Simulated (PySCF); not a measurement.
## Polarisability and C₆ of S (sulfur, neutral)

[Ne] 3s2 3p4, high-spin 3P determinant. Computed with PySCF 2.14 in aug-cc-pV(D+d)Z (5s4p3d, 32 functions), with the non-relativistic Hamiltonian (point nucleus). Coupled (time-dependent) response in atomic units; α is the mean over directions.

```json
{"method": "UHF", "mean α (bohr³)": "17.75", "α xx, yy, zz": "16.60, 20.06, 16.60", "C₆ (like pair)": "122.3", "S(−4)": "80.21"}
{"method": "PBE", "mean α (bohr³)": "18.96", "α xx, yy, zz": "17.47, 21.92, 17.47", "C₆ (like pair)": "131.8", "S(−4)": "102.2"}
{"method": "PBE0", "mean α (bohr³)": "18.43", "α xx, yy, zz": "17.11, 21.08, 17.11", "C₆ (like pair)": "127.6", "S(−4)": "91.66"}
{"method": "r2SCAN0", "mean α (bohr³)": "18.21", "α xx, yy, zz": "16.98, 20.66, 16.98", "C₆ (like pair)": "128.6", "S(−4)": "83.01"}
{"method": "BHandHLYP", "mean α (bohr³)": "17.99", "α xx, yy, zz": "16.74, 20.48, 16.74", "C₆ (like pair)": "123.3", "S(−4)": "86.34"}
```

S(−4) is the Cauchy moment in α(ω) = α(0) + S(−4) ω² + …

Reference α: 19.4 ± 0.1 bohr³ (recommended; Schwerdtfeger and Nagle, table of static dipole polarizabilities (2023 update)). Published C₆: 134.0 (Chu and Dalgarno (2004); Tang, Norbeck and Certain (1976)).

α(iu) at PBE:

| u (hartree) | α(iu) (bohr³) |
| --- | --- |
| 0 | 18.96 |
| 0.0500 | 18.71 |
| 0.100 | 18.01 |
| 0.200 | 15.85 |
| 0.300 | 13.43 |
| 0.500 | 9.299 |
| 0.750 | 5.946 |
| 1.00 | 3.997 |
| 1.50 | 2.101 |
| 2.00 | 1.286 |
| 3.00 | 0.6343 |
| 5.00 | 0.2657 |

A single London oscillator, α(iu) = α/(1 + u²/ω²), gives C₆ = (3/4) ω α². Matching the computed C₆ needs ω = 4 × 131.8 / (3 × 18.96²) = 0.489 hartree.

The components differ because the open shell of this determinant is not spherical; for a pure term their mean is the scalar polarisability.
